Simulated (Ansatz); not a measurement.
Calculated with Ansatz (gas phase, PBE0-D4/def2-TZVP geometries, no zero-point term in ΔE). CCSD(T)/CBS is the MP2 limit (def2-TZVPP, def2-QZVPP) plus CCSD(T) − MP2 in def2-TZVPP, frozen cores. This one scheme is used for every species. DFT in def2-TZVPP. Elements past krypton have def2 core potentials. For Br, In outer-core shells are correlated without core-valence functions, which leaves a few kJ/mol of doubt a bond. Scalar relativity is left out up to krypton. One conformer a species, not always the lowest.

`[OH][In]([Br])[Br]` + CH₄ → `[CH3][In]([OH])[Br]` + HBr  (formal exchange of groups at the In–Br bond)

`[OH][In]([Br])[Br]`:

```xyz
5

O     0.834    1.064    0.841
In   -0.081   -0.177   -0.375
Br   -1.785   -1.689    0.520
Br    0.511   -0.170   -2.732
H     0.521    0.973    1.746
```

CH₄:

Z-matrix (Å, degrees):
```
C
H 1 1.090
H 1 1.090 2 109.5
H 1 1.090 2 109.5 3 -120.0
H 1 1.090 2 109.5 3 120.0
```

`[CH3][In]([OH])[Br]`:

```xyz
8

C     1.252    0.775    0.346
In   -0.529   -0.209   -0.262
O    -1.317   -1.810    0.586
Br   -1.937    0.516   -2.178
H     2.070    0.055    0.368
H     1.109    1.183    1.347
H     1.478    1.577   -0.353
H    -2.126   -2.086    0.147
```

HBr:

Cartesian coordinates in Å:
```
Br 0.005 0.709 -0.049
H -0.005 -0.709 0.049
```

**Question.** Is it downhill or uphill in electronic energy at CCSD(T)/CBS, and by how much? (Best estimate.)

**Answer.** Computed: Uphill: ΔE = +1.39 eV.

**Question.** What do these levels give: BLYP-D4, ωB97M-V, CAM-B3LYP, CCSD/def2-SVP, CCSD(T)/def2-SVP, HF/def2-TZVPP? (An estimate is asked.)

**Answer.** Ansatz gave: BLYP-D4 1.37, ωB97M-V 1.38, CAM-B3LYP 1.39, CCSD/def2-SVP 1.49, CCSD(T)/def2-SVP 1.47, HF/def2-TZVPP 1.65 eV.

Largest T1 diagnostic among the species: 0.013.

At CCSD(T), def2-SVP lies +0.08 eV from the extrapolated value and def2-TZVPP −0.05 eV. In def2-TZVPP, CCSD(T) changes the Hartree–Fock value by −0.31 eV (the triples alone add −0.02 eV) and MP2 by −0.30 eV. From BLYP to BHLYP (50 % exact exchange), in def2-TZVPP and without D4, ΔE moves by +0.13 eV.
